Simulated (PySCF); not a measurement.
# [Hg(H2O)4]2+: from a saddle point downhill

PySCF 2.14.0, RKS PBE0, Hg def2-SVP with ECP60, O def2-SVP, H def2-SVP; non-relativistic Hamiltonian with scalar-relativistic core potentials where named; density fitting; no spin-orbit coupling. Relaxed within the symmetry of its start, the geometry (D2d) is

```xyz
13

Hg    0.0000    0.0000    0.0000
O     1.2738    1.3169    1.3169
H     1.6867    1.0478    2.1539
H     1.6867    2.1539    1.0478
O    -1.2738   -1.3169    1.3169
H    -1.6867   -1.0478    2.1539
H    -1.6867   -2.1539    1.0478
O     1.2738   -1.3169   -1.3169
H     1.6867   -2.1539   -1.0478
H     1.6867   -1.0478   -2.1539
O    -1.2738    1.3169   -1.3169
H    -1.6867    2.1539   -1.0478
H    -1.6867    1.0478   -2.1539
```

and its lowest harmonic modes are -97, 18, 38, 38, 53, 57 cm⁻¹ (negative: unstable). It was moved along the lowest mode and relaxed again, within the group D2 that the move left.

(1) Where does it end, and how much lower?

(2) How do the contacts change?

(3) Is the end a minimum?

State: singlet.

Results:

(1) In S4, 0.021 eV lower, after 22 steps:
```xyz
13

Hg    0.0000    0.0000    0.0000
O     1.3119    1.2672    1.3234
H     1.2495    1.3326    2.2905
H     2.1013    1.7606    1.0469
O    -1.3119   -1.3234    1.2672
H    -2.1012   -1.0469    1.7607
H    -1.2496   -2.2904    1.3327
O     1.3119   -1.2672   -1.3234
H     2.1013   -1.7606   -1.0469
H     1.2495   -1.3326   -2.2905
O    -1.3119    1.3234   -1.2672
H    -1.2496    2.2904   -1.3327
H    -2.1012    1.0469   -1.7607
```

(2) 
```
      contact  saddle (Å)  end (Å)
 Hg1–O2 (H2O)       2.256    2.253
 Hg1–O5 (H2O)       2.256    2.253
 Hg1–O8 (H2O)       2.256    2.253
Hg1–O11 (H2O)       2.256    2.253
```


(3) Yes, as far as the noise of the softest modes lets one tell (those above −25 cm⁻¹ count as noise); lowest modes 24, 27, 34, 43, 49, 84 cm⁻¹.
